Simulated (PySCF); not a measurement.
Cl6Y2, SMILES [Cl][Y]12([Cl])<-[Cl][Y]1([Cl])([Cl])<-[Cl]2.

The structure is a stationary point at PBE0-D3(BJ)/def2-SVP. The spin state was assumed, not searched. The def2 effective core potentials stand for the cores of Y; spin–orbit coupling is left out. One conformer was computed; it need not be the lowest.

All values below come from PBE/def2-SVP in PySCF.

Isolated molecule, no solvent.

Q: Estimate the frontier levels, gap, dipole moment and polarisability. (Estimate from the structure and the level; the computed values follow.)

A: 
| Item | Result |
|---|---|
| highest occupied level | -7.84 eV |
| lowest empty level | -3.56 eV |
| orbital gap | 4.28 eV |
| dipole moment | 0.000 e·Å |
| quadrupole, principal values (traceless, Buckingham form, about the centre of nuclear charge) | -12.10, -8.11, 20.20 D·Å |
| mean static polarisability | 133.1 bohr³ (19.73 Å³) |
| polarisability, principal values | 98.8, 140.4, 160.1 bohr³ |
